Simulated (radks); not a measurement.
Re13+, configuration [Kr] 4d10 4f14 5s2.

Calculated with a radial shooting solver on a logarithmic mesh with Libxc functionals: scalar-relativistic Kohn-Sham, BLYP, spin-polarised, spherical densities, finite nucleus; Fermi nuclear charge, rms radius 5.3698 fm.

Energy parts (eV):
part                       energy
total                  -452688.92
kinetic                 500206.46
electron-nucleus      -1105207.62
Hartree                 161102.50
exchange-correlation     -8790.27

Orbitals (lengths in bohr, moments of r in powers of bohr):
orbital	occ.	eigenvalue (eV)	<r>	<r^4>	<r^2>
1s	2	-71894.53	0.01804	5.458e-07	0.0004480
2s	2	-12668.81	0.07621	0.00008162	0.006875
2p	6	-11091.03	0.06833	0.00006445	0.005705
3s	2	-3116.887	0.1974	0.002988	0.04454
3p	6	-2651.356	0.1978	0.003224	0.04535
3d	10	-2123.072	0.1791	0.002486	0.03758
4s	2	-838.4793	0.4401	0.06907	0.2185
4p	6	-685.5126	0.4675	0.09138	0.2484
4d	10	-493.1713	0.4967	0.1287	0.2850
5s	2	-305.8184	0.9514	1.405	1.007
4f	14	-277.9476	0.5482	0.2543	0.3617

The highest occupied level is 4f at -277.95 eV. The density falls to 0.001 e/bohr^3 at r = 1.97 bohr. Summed over all electrons, <r^2> = 12.64 bohr^2, which gives a Langevin (diamagnetic) susceptibility term of -10 x 10^-6 cm^3/mol. For comparison, the ionisation energy in NIST's Atomic Spectra Database is 291 eV (theoretical). In exact Kohn-Sham theory the highest level is minus the ionisation energy, but local and semilocal functionals leave it too shallow, through self-interaction and a potential that decays too fast; potentials with the right tail come closer.
